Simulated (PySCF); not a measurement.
Cartesian coordinates (Å):
```xyz
5

Hf    -0.0001     0.0000     0.0000
H     -0.4921    -0.3874    -1.7446
H      1.1699    -1.2996     0.6151
H     -1.5097     0.0313     1.0754
H      0.8316     1.6558     0.0542
```
Charge 0, spin multiplicity 1.

What HOMO–LUMO gap, dipole moment, total energy, LUMO and HOMO does PySCF 2.14.0 with TPSSh-D3(BJ)/def2-TZVP // BP86-D3(BJ)/def2-SVP give?


```json
{
 "HOMO–LUMO gap": "5.40 eV",
 "dipole_moment": "0.00 D",
 "total_energy": "-50.3366 Ha",
 "LUMO": "-2.49 eV",
 "HOMO": "-7.89 eV"
}
```
